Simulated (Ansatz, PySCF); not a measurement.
The pair A = NH3 (SMILES N) (first 4 atoms), B = H4OSi (SMILES O[SiH3]); geometry from B3LYP-D3(BJ)/def2-TZVP.
(charge 0, multiplicity 1):
```xyz
10

N      0.43978    -0.21667     0.10688
H      0.43348     0.73462    -0.24372
H      1.25903    -0.67880    -0.27212
H     -0.37812    -0.68784    -0.26326
O      0.62212    -0.35491     2.92469
Si    -0.54752     0.31972     3.84715
H      0.54387    -0.29902     1.94526
H     -0.68687     1.78283     3.60925
H     -0.17728     0.10190     5.26282
H     -1.88533    -0.28690     3.60444
```

Cores are frozen in the correlated methods. Rows in 6-31G* carry no dispersion term and start afresh at each structure (6-31G* with six Cartesian d functions). MP2/6-31G* freezes PySCF's default core.

Run with Ansatz (Gaussian basis) for Hartree–Fock, density functionals and correlated methods; PySCF for 6-31G* rows. Values without a source in brackets are computed.

Total energies (hartree), monomers frozen at their geometry in the pair:

```
structure              PBE/def2-TZVPPD    MP2/6-31G*  MP2/aug-cc-pV(D+d)Z
---------------------  ---------------  ------------  -------------------
AB                        -423.4851043  -422.7631717         -422.9119596
A in the pair's basis      -56.5128489   -56.3572728          -56.4063366
B in the pair's basis     -366.9570097  -366.3905154         -366.4922512
A                          -56.5126049   -56.3540937          -56.4047449
B                         -366.9569365  -366.3893789         -366.4913789
```

Question: Work out the interaction energy without and with the counterpoise correction, and the superposition error, for each level.

Answer: 
E(AB) − E(A) − E(B), times 627.509 kcal/mol, with the monomers in their own basis and then in the pair's basis:
- PBE/def2-TZVPPD: -9.77 uncorrected, -9.57 corrected; the monomers gain 0.20 kcal/mol from borrowed functions
- MP2/6-31G*: -12.36 uncorrected, -9.65 corrected; the monomers gain 2.71 kcal/mol from borrowed functions
- MP2/aug-cc-pV(D+d)Z: -9.94 uncorrected, -8.39 corrected; the monomers gain 1.55 kcal/mol from borrowed functions

Ansatz is a first-principles code.
